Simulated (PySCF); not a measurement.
PySCF 2.14 output of an unrestricted LDA calculation on a single atom or ion in x2c-QZVPPall (16s10p9d6f1g, 142 functions), with scalar relativity by spin-free X2C-1e:

```
SCF conv_tol = 1e-09
number electrons alpha = 41  beta = 39
    P. A. M. Dirac.,  Math. Proc. Cambridge Philos. Soc. 26, 376 (1930)
    F. Bloch.,  Z. Phys. 57, 545 (1929)
    S. H. Vosko, L. Wilk, and M. Nusair.,  Can. J. Phys. 58, 1200 (1980)
cycle= 1 E= -20237.0584126473  delta_E= -0.0771  |g|= 0.252  |ddm|= 1.41
cycle= 2 E= -20237.0551546578  delta_E= 0.00326  |g|= 0.348  |ddm|= 0.607
cycle= 3 E= -20237.0621078897  delta_E= -0.00695  |g|= 0.00415  |ddm|= 0.362
cycle= 4 E= -20237.0621087733  delta_E= -8.84e-07  |g|= 0.00172  |ddm|= 0.00377
cycle= 5 E= -20237.0621093101  delta_E= -5.37e-07  |g|= 0.000581  |ddm|= 0.00229
cycle= 6 E= -20237.0621093611  delta_E= -5.1e-08  |g|= 1.38e-05  |ddm|= 0.000637
cycle= 7 E= -20237.0621093611  delta_E= -6.18e-11  |g|= 1.65e-06  |ddm|= 2.06e-05
converged SCF energy = -20237.0621093611  <S^2> = 2.001115  2S+1 = 3.0007432
```

The run itself started from symmetry-adapted Hartree-Fock orbitals and held the occupation by maximum overlap, on a logarithmic radial grid, so the iterations belong to that start.

Problem. Which element, charge and spin multiplicity is this?

Solution. Tl⁺ (thallium, charge +1), multiplicity 3; the state was [Xe] 4f14 5d10 6s1 6p1, high-spin 3P determinant (an excited configuration).

Spin-orbit coupling, absent here, splits the open shell strongly.
